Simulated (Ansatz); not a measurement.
Worked example: GeH(CH3)2Br → GeH(CH3)Br + CH3

Species: GeH(CH3)2Br, singlet; GeH(CH3)Br, doublet; CH3 `[CH3]`, doublet. 

Shapes, held fixed at every level: PBE0-D4/def2-TZVP. Programs: Ansatz 0.2.0. Electronic energies: no zero-point or thermal term.

At CCSD(T)/def2-TZVPP; 1 Eh = 2625.50 kJ/mol:

| species | energy (Eh) |
| --- | --- |
| GeH(CH3)2Br | -4728.655315 |
| GeH(CH3)Br | -4688.758370 |
| CH3 | -39.761719 |

Question: Work out ΔE of the reaction at this level.

Answer: 
1. Products less reactants: (-4688.758370) + (-39.761719) − [(-4728.655315)] = 0.135226 Eh = +355.0 kJ/mol.

Other levels give +243.6 (HF/def2-TZVPP) to +370.3 kJ/mol (MP2/def2-TZVPP). No measured value is set beside it here. Open shells run unrestricted unless RO is named. Relativity is left out for Br, Ge unless named. Correlated rows may include outer-core shells of Br, Ge, which these sets cover unevenly.
